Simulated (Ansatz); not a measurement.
Species: H₅SiPO, charge 0, singlet. H5SiPO (SMILES O[SiH2]P).
B3LYP-D3(BJ)/def2-TZVP minimum from Ansatz (a program for electronic structure):
```xyz
8

Si    -0.8125    -0.0085    -0.1484
O     -0.9380     1.5929     0.2428
P      1.2517    -0.9135     0.0419
H     -1.7177    -0.7064     0.7859
H     -1.2376    -0.2584    -1.5486
H     -0.3675     2.2177    -0.2116
H      1.5551    -0.2449     1.2561
H      1.8704     0.0695    -0.7757
```
Charge 0, spin multiplicity 1.

Total energies in hartree (Ansatz). UHF or UKS for unpaired electrons; spin-orbit terms are left out. Correlated methods leave the cores frozen. No relativity. For partners of very few electrons the exact lower level stands in for a higher one.

```tsv
species	HF/cc-pV(T+d)Z	CCSD(T)/cc-pV(T+d)Z	HF/cc-pV(Q+d)Z	CCSD(T)/cc-pV(Q+d)Z	CCSD(T)/cc-pV(D+d)Z	CCSDT(Q)/cc-pV(D+d)Z
1: H5SiPO (hydroxysilylphosphane, SMILES O[SiH2]P)	-707.55788	-708.14711	-707.57180	-708.19930	-707.97014	-707.97229
2: Si (triplet)	-288.85649	-288.93344	-288.85845	-288.93781	-288.91643	-288.91690
3: O (triplet)	-74.81176	-74.97396	-74.81729	-74.99357	-74.90995	-74.91013
4: P (quartet)	-340.71631	-340.82157	-340.71872	-340.82830	-340.79336	-340.79376
5: H (doublet)	-0.49981	-0.49981	-0.49995	-0.49995	-0.49928	-0.49928
```

### Question
Work out the atomisation energy (electronic, to ground-state atoms) in kJ/mol: take Hartree-Fock from cc-pV(Q+d)Z, extrapolate the CCSD(T) correlation energy as X^-3 (X = 3, 4), and add CCSDT(Q) - CCSD(T) in cc-pV(D+d)Z. 1 hartree = 2625.5 kJ/mol.

### Answer

Species 1: correlation (64·(-0.62750) - 27·(-0.58923))/37 = -0.65543; step -0.00215; E1 = -707.57180 + (-0.65543) + (-0.00215) = -708.22938
Species 2: correlation (64·(-0.07936) - 27·(-0.07695))/37 = -0.08112; step -0.00047; E2 = -288.85845 + (-0.08112) + (-0.00047) = -288.94004
Species 3: correlation (64·(-0.17628) - 27·(-0.16220))/37 = -0.18655; step -0.00018; E3 = -74.81729 + (-0.18655) + (-0.00018) = -75.00402
Species 4: correlation (64·(-0.10958) - 27·(-0.10526))/37 = -0.11273; step -0.00040; E4 = -340.71872 + (-0.11273) + (-0.00040) = -340.83185
Species 5: correlation (64·(0.00000) - 27·(0.00000))/37 = 0.00000; step +0.00000; E5 = -0.49995 + (0.00000) + (+0.00000) = -0.49995
-1·E1 +1·E2 +1·E3 +1·E4 +5·E5 = 0.95372 hartree = 2504.0 kJ/mol.
